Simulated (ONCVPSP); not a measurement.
## Pseudopotential generation for W (Z = 74): ONCV, PBE, scalar-relativistic.

ONCVPSP 4.0.1 input, shortened (lines: element, Z, core and valence counts, functional; n l f; lmax; l rc ep ncon nbas qcut; lloc lpopt rc5 dvloc0; l nproj debl; icmod fcfact rcfact), PBE, scalar-relativistic:

```
  W 74.00   10    4        4      upf
    1    0    2.00
    2    0    2.00
    2    1    6.00
    3    0    2.00
    3    1    6.00
    3    2   10.00
    4    0    2.00
    4    1    6.00
    4    2   10.00
    4    3   14.00
    5    0    2.00
    5    1    6.00
    5    2    4.00
    6    0    2.00
    2
    0    1.75    0.00    4    8    8.80
    1    2.05    0.00    4    7    8.30
    2    2.20    0.00    3    7    8.50
    4    1    1.20    1.00
    0    2    2.70
    1    2    3.80
    2    2    1.80
    0    0.00    0.00
```

What the tests gave:

- Cutoffs needed: 23 Ha and 27 Ha (the cutoffs (Ha) at which the residual kinetic energy of the hardest occupied pseudo-wave falls to 1 and 0.1 mHa per electron)
- Ghost test: no bound ghost flagged; GHOST(+) flagged for s at 269.1 eV
- Configuration tests: 1 of 4 tests not solved or not reliable

Generation and tests took about 5 s on one core of a shared server CPU.
